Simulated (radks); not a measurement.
Question: The oxygen anion O2-, [Ne], held by a Watson sphere: a shell of charge +2 at radius R that stands for the Madelung well of a crystal (potential energy -2/R inside, -2/r outside, in hartree with lengths in bohr). Method: non-relativistic Kohn-Sham, LB94 model potential, spin-polarised, spherical densities, point nucleus; computed with a radial shooting solver on a logarithmic mesh with Libxc functionals. Response by self-consistent Sternheimer equations with the Hartree and adiabatic LDA kernel. The sphere does not respond.

R (bohr)  e(1s) (eV)  e(2s) (eV)  e(2p) (eV)  <r> 2p (bohr)  sum of <r^2> (bohr^2)  X-ray form factor at sin(theta)/lambda = 0.2 1/angstrom  alpha (bohr^3)
1.86         -532.44     -27.568     -13.611          1.427                  19.99                                                    6.231           11.09
1.92         -532.34     -27.212     -13.312          1.439                  20.35                                                    6.201           11.71
2.29         -531.60     -25.269     -11.618          1.511                  22.48                                                    6.051           16.17
2.81         -530.38     -23.149      -9.644          1.595                  25.25                                                    5.927           24.63
3.34         -529.19     -21.521      -8.050          1.665                  27.88                                                    5.864           36.47
3.49         -528.88     -21.134      -7.662          1.682                  28.60                                                    5.854           40.52

Estimate the row for R = 1.66 bohr.

Answer: e(1s) (eV) -532.66; e(2s) (eV) -28.841; e(2p) (eV) -14.652; <r> 2p (bohr) 1.381; sum of <r^2> (bohr^2) 18.74; X-ray form factor at sin(theta)/lambda = 0.2 1/angstrom 6.349; alpha (bohr^3) 9.213.
